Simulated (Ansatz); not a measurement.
Which method gave which barrier?

Saddle point of BSiNH₈O, closed shell (SiH₄O ([OH][SiH3]) + BNH₄ ([BH2][NH2]) → BSiH₅O ([BH2][O][SiH3]) + NH₃ (still joined by a long B–N bond); bonds formed: B1–O6, N2–H5; bonds broken: H5–O6; bonds weakened to dative contacts: B1–N2), PBE0-D4/def2-TZVP structure:

```
12
angstrom
B 0.8461 -0.7658 0.1495
N 1.6892 0.3229 -0.5516
H 1.3451 -1.2488 1.1287
H 0.2742 -1.5131 -0.6067
H 0.5532 0.9163 0.0287
O -0.2295 0.3837 0.6445
Si -1.8543 0.2896 0.2991
H 2.5949 0.5284 -0.1559
H 1.7560 0.2796 -1.5576
H -2.4933 1.5401 0.7771
H -2.0677 0.1503 -1.1648
H -2.4139 -0.8832 1.0088
```

Computed with Ansatz 0.2.0 (basis: def2-TZVPP, with def2-QZVPP for the basis limit); correlated methods freeze the cores. Extrapolation: Hartree–Fock as exp(−7.88 √X), correlation as X^−2.97. Four methods, as single points on the PBE0-D4 structures, gave these electronic barriers from the start structure: 0.564, 0.703, 0.825, 1.271 eV.

**Question.** The methods were, in alphabetical order, BHLYP-D4, BLYP-D4, HF, r2SCAN-D4. Which gave which? (A judgement: the text doesn't fix the answer.)

**Answer.** By the calculation: r2SCAN-D4 0.564; BLYP-D4 0.703; BHLYP-D4 0.825; HF 1.271 eV. For comparison, CCSD(T) at an estimated basis limit (MP2 extrapolated from triple and quadruple zeta, plus CCSD(T) − MP2 in triple zeta) gives 0.690 eV.

No T1 diagnostic of these runs exceeds 0.013.

The step is the kind of ligand exchange by which a precursor binds to a hydroxyl group, or is hydrolysed, in atomic layer deposition of oxides.

Labels in which every atom is bracketed show which atoms are joined, not bond orders.

For scale, one of the runs: CCSD(T)/def2-TZVPP, 247 basis functions, launched by `ansatz run in.yaml --threads 4 --pin off --events-out ev --progress --plain --max-ram 9574MiB`. Time: 2.1 min of wall clock on 4 CPU threads of an Intel Xeon; the host was shared. Peak host memory: 5.1 GiB.
